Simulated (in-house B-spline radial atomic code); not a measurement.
A radial electron density 4πr²n(r) was computed for an atom or ion in its tabulated ground configuration with an all-electron radial atomic-structure program (B-spline basis); method: non-relativistic Hartree-Fock, spin-polarised, averaged over the determinants with the given up and down occupations. Columns: r (bohr), 4πr²n(r) (electrons per bohr), bar.

```
 0.00434   0.3704 #
 0.00523   0.5246 #
 0.00629   0.7366 ##
 0.00757    1.029 ###
 0.00911    1.428 ####
   0.011    1.975 ######
  0.0132    2.675 #######
  0.0159    3.599 ##########
  0.0191    4.751 #############
   0.023    6.181 #################
  0.0277    7.867 ######################
  0.0333    9.735 ###########################
  0.0401     11.7 #################################
  0.0483    13.54 ######################################
  0.0581    14.99 ##########################################
  0.0699    15.77 ############################################
  0.0842    15.66 ############################################
   0.101    14.63 #########################################
   0.122    12.87 ####################################
   0.147    11.01 ###############################
   0.177    9.781 ###########################
   0.213    9.739 ###########################
   0.256    10.93 ##############################
   0.308    12.76 ####################################
    0.37    14.17 ########################################
   0.446     14.2 ########################################
   0.537    12.41 ###################################
   0.646    9.309 ##########################
   0.777    5.935 #################
   0.936    3.308 #########
    1.13    1.924 #####
    1.36    1.573 ####
    1.63    1.621 #####
    1.96    1.576 ####
    2.36     1.27 ####
    2.84   0.8172 ##
    3.42   0.4098 #
    4.12   0.1556 
    4.96  0.04339 
    5.97 0.008455 
    7.18  0.00109 
    8.64 8.423e-05
```

**Question.** Which atom or ion is it?
A. Si+
B. Mg+
C. Si2+
D. S3+

**Answer.** A. The area under the curve, ∫4πr²n dr = ∫r·4πr²n d(ln r) on this logarithmic grid, is 13 electrons; among the options with that count, the innermost peak, which lies near 1/Z bohr, picks Z = 14. The configuration is [Ne] 3s2 3p1.
